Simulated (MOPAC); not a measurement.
MOPAC input (AM1):

```
AM1 PRECISE GNORM=0.05 LET XYZ UHF MS=0.5 GEO-OK AUX(PRECISION=9) THREADS=1
CH3

C     0.00000000 1    0.00000000 1    0.00000000 1
H     0.53559500 1    0.93585800 1    0.03753700 1
H    -1.07887000 1   -0.00405600 1   -0.01111700 1
H     0.54327500 1   -0.93180200 1   -0.02641900 1
```

Output:

```
 *******************************************************************************
 **                                                                           **
 **                              MOPAC v23.2.5                                **
 **                                                                           **
 *******************************************************************************
 ** MOPAC's Digital Object Identifier: https://doi.org/10.5281/zenodo.6511958 **
 **                                                                           **
 ** Please cite the open-source release paper for use of this MOPAC version:  **
 ** J. E. Moussa and J. J. P. Stewart (2026)                                  **
 ** MOPAC: An open-source semiempirical molecular orbital program             **
 ** J. Open Source Softw., 11(119), 8025, https://doi.org/10.21105/joss.08025 **
 *******************************************************************************

                              AM1 CALCULATION RESULTS

 *******************************************************************************
 *  AM1        - The AM1 Hamiltonian to be used
 *  GEO-OK     - OVERRIDE INTERATOMIC DISTANCE AND OTHER SAFETY CHECKS
 *  UHF        - UNRESTRICTED HARTREE-FOCK CALCULATION
 *  MS=        - IN MECI, MAGNETIC COMPONENT OF SPIN =  0.5
 *  LET        - OVERRIDE SOME SAFETY CHECKS
 *  PRECISE    - TIGHTER CRITERIA TO BE USED
 *  XYZ        - CARTESIAN COORDINATE SYSTEM TO BE USED
 *  GNORM      - EXIT WHEN GRADIENT NORM DROPS BELOW 0.050
 *  AUX        - OUTPUT AUXILIARY INFORMATION
 *******************************************************************************
AM1 PRECISE GNORM=0.05 LET XYZ UHF MS=0.5 GEO-OK AUX(PRECISION=9) THREADS=1
 CH3

   ATOM   CHEMICAL          X               Y               Z
  NUMBER   SYMBOL      (ANGSTROMS)     (ANGSTROMS)     (ANGSTROMS)

     1       C          0.00000000  *   0.00000000  *   0.00000000  *
     2       H          0.53559500  *   0.93585800  *   0.03753700  *
     3       H         -1.07887000  *  -0.00405600  *  -0.01111700  *
     4       H          0.54327500  *  -0.93180200  *  -0.02641900  *

          CARTESIAN COORDINATES

    NO.       ATOM           X           Y           Z

     1         C          0.0000      0.0000      0.0000
     2         H          0.5356      0.9359      0.0375
     3         H         -1.0789     -0.0041     -0.0111
     4         H          0.5433     -0.9318     -0.0264

  H: (AM1): M.J.S. DEWAR ET AL, J. AM. CHEM. SOC. 107 3902-3909 (1985)
  C: (AM1): M.J.S. DEWAR ET AL, J. AM. CHEM. SOC. 107 3902-3909 (1985)

           Empirical Formula: C H3  =     4 atoms

      MOLECULAR POINT GROUP   :   D3h

          UHF CALCULATION, NO. OF ALPHA ELECTRONS =    4
                           NO. OF BETA  ELECTRONS =    3

          Geometry optimization using EF

          DIAGONAL MATRIX USED AS START HESSIAN

 CYCLE:     1  GRAD.:    11.729 HEAT:  30.01869
 CYCLE:     2  GRAD.:    38.953 HEAT:  30.85670
 CYCLE:     3  GRAD.:     0.728 HEAT:  29.94458
 CYCLE:     4  GRAD.:     0.043 HEAT:  29.94428

     GRADIENT =  0.04309 IS LESS THAN CUTOFF =  0.05000

 -------------------------------------------------------------------------------
 AM1 PRECISE GNORM=0.05 LET XYZ UHF MS=0.5 GEO-OK AUX(PRECISION=9) THREADS=1
 CH3

     GEOMETRY OPTIMISED USING EIGENVECTOR FOLLOWING (EF).
     SCF FIELD WAS ACHIEVED

                              AM1 CALCULATION
                                                       MOPAC v23.2.5 Linux

          FINAL HEAT OF FORMATION =         29.94428 KCAL/MOL =     125.28687 KJ/MOL

          COSMO AREA              =         53.70 SQUARE ANGSTROMS
          COSMO VOLUME            =         36.19 CUBIC ANGSTROMS

          GRADIENT NORM           =          0.04309          =       0.02155 PER ATOM
          IONIZATION POTENTIAL    =          9.886433 EV
          ALPHA SOMO LUMO (EV)    =         -9.886  4.232
          BETA  SOMO LUMO (EV)    =        -13.650  1.419
          NO. OF ALPHA ELECTRONS  =          4
          NO. OF BETA  ELECTRONS  =          3
          MOLECULAR WEIGHT        =         15.0347         POINT GROUP:  D3h

          MOLECULAR DIMENSIONS (Angstroms)

            Atom       Atom       Distance
            H     4    H     3     1.88149
            H     3    H     2     1.62941
            H     2    C     1     0.00000

          SCF CALCULATIONS        =          5

   ATOM   CHEMICAL          X               Y               Z
  NUMBER   SYMBOL      (ANGSTROMS)     (ANGSTROMS)     (ANGSTROMS)

     1       C          0.00000112  *   0.00000131  *   0.00000017  *
     2       H          0.53923691  *   0.94222179  *   0.03779211  *
     3       H         -1.08621182  *  -0.00408401  *  -0.01119280  *
     4       H          0.54697104  *  -0.93814229  *  -0.02659891  *

                             CARTESIAN COORDINATES

   1    C        0.000001124     0.000001305     0.000000175
   2    H        0.539236906     0.942221789     0.037792110
   3    H       -1.086211824    -0.004084007    -0.011192805
   4    H        0.546971038    -0.938142287    -0.026598908

           Empirical Formula: C H3  =     4 atoms

      MOLECULAR POINT GROUP   :   D3h

          ALPHA EIGENVALUES
 -28.01060 -13.96969 -13.96966  -9.88643   4.23200   4.90407   4.90410

           BETA EIGENVALUES
 -26.18693 -13.65004 -13.65000   1.41893   5.10169   5.28120   5.28123

              NET ATOMIC CHARGES AND DIPOLE CONTRIBUTIONS

  ATOM NO.   TYPE          CHARGE      No. of ELECS.   s-Pop       p-Pop
    1          C          -0.307139        4.3071     1.30359     3.00355
    2          H           0.102380        0.8976     0.89762
    3          H           0.102380        0.8976     0.89762
    4          H           0.102380        0.8976     0.89762
 DIPOLE           X         Y         Z       TOTAL
 POINT-CHG.    -0.000    -0.000    -0.000     0.000
 HYBRID         0.000     0.000     0.000     0.000
 SUM           -0.000    -0.000     0.000     0.000

          ATOMIC ORBITAL ELECTRON POPULATIONS

     Atom    s        px        py        pz
    1  C   1.30359   1.00178   1.00177   1.00000
    2  H   0.89762
    3  H   0.89762
    4  H   0.89762

                    (SZ)    =    0.500000
                    (S**2)  =    0.761267

          ATOMIC ORBITAL SPIN POPULATIONS

    Atom   Total    s     px     py     pz
         Atomic
    1  C  1.1805  0.063  0.059  0.060  0.999
    2  H -0.0602 -0.060
    3  H -0.0602 -0.060
    4  H -0.0602 -0.060

 **********************
 *                    *
 * JOB ENDED NORMALLY *
 *                    *
 **********************

 == MOPAC DONE ==
```

The geometry given is a B3LYP-D3(BJ)/def2-TZVP minimum.
